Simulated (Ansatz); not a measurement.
CH6ClNSSi (`C[Si](N)(S)Cl`) at its PBE0-D4/def2-TZVP geometry, where that method's forces vanish. The species carries charge 0 and has multiplicity 1.

```tsv
atom	x (Å)	y (Å)	z (Å)
C1	-0.699	0.974	0.908
Si2	0.491	-0.191	0.097
N3	0.268	-0.128	-1.589
S4	0.339	-2.222	0.720
Cl5	2.393	0.327	0.737
H6	-0.537	1.996	0.554
H7	-0.558	0.963	1.990
H8	-1.728	0.686	0.685
H9	0.119	0.758	-2.046
H10	0.768	-0.770	-2.184
H11	-0.856	-2.392	0.126
```

(1) For each bond, give half the difference of the two atoms' forces along it (eV/Å; positive pushes the atoms apart) under PBE-D4, r2SCAN-D4, B3LYP-D4, ωB97M-V in def2-TZVPP. (Estimate.)

Answers

(1) The calculation gave: 
```json
{"bond": "C1–Si2", "length (Å)": "1.852", "PBE-D4": "-0.04", "r2SCAN-D4": "-0.03", "B3LYP-D4": "0.02", "ωB97M-V": "-0.04"}
{"bond": "C1–H6", "length (Å)": "1.093", "PBE-D4": "0.10", "r2SCAN-D4": "0.00", "B3LYP-D4": "-0.04", "ωB97M-V": "-0.04"}
{"bond": "C1–H7", "length (Å)": "1.091", "PBE-D4": "0.11", "r2SCAN-D4": "-0.01", "B3LYP-D4": "-0.05", "ωB97M-V": "-0.04"}
{"bond": "C1–H8", "length (Å)": "1.092", "PBE-D4": "0.10", "r2SCAN-D4": "-0.01", "B3LYP-D4": "-0.05", "ωB97M-V": "-0.04"}
{"bond": "Si2–N3", "length (Å)": "1.702", "PBE-D4": "0.09", "r2SCAN-D4": "0.00", "B3LYP-D4": "0.03", "ωB97M-V": "0.05"}
{"bond": "Si2–S4", "length (Å)": "2.130", "PBE-D4": "0.10", "r2SCAN-D4": "0.04", "B3LYP-D4": "0.10", "ωB97M-V": "0.00"}
{"bond": "Si2–Cl5", "length (Å)": "2.073", "PBE-D4": "0.15", "r2SCAN-D4": "0.06", "B3LYP-D4": "0.16", "ωB97M-V": "0.04"}
{"bond": "N3–H9", "length (Å)": "1.008", "PBE-D4": "0.18", "r2SCAN-D4": "0.02", "B3LYP-D4": "-0.03", "ωB97M-V": "-0.03"}
{"bond": "N3–H10", "length (Å)": "1.008", "PBE-D4": "0.19", "r2SCAN-D4": "0.02", "B3LYP-D4": "-0.02", "ωB97M-V": "-0.02"}
{"bond": "S4–H11", "length (Å)": "1.345", "PBE-D4": "0.25", "r2SCAN-D4": "0.01", "B3LYP-D4": "-0.03", "ωB97M-V": "-0.09"}
```

B3LYP here is the variant with VWN-RPA as its local correlation; programs differ in this.

Computed with Ansatz.
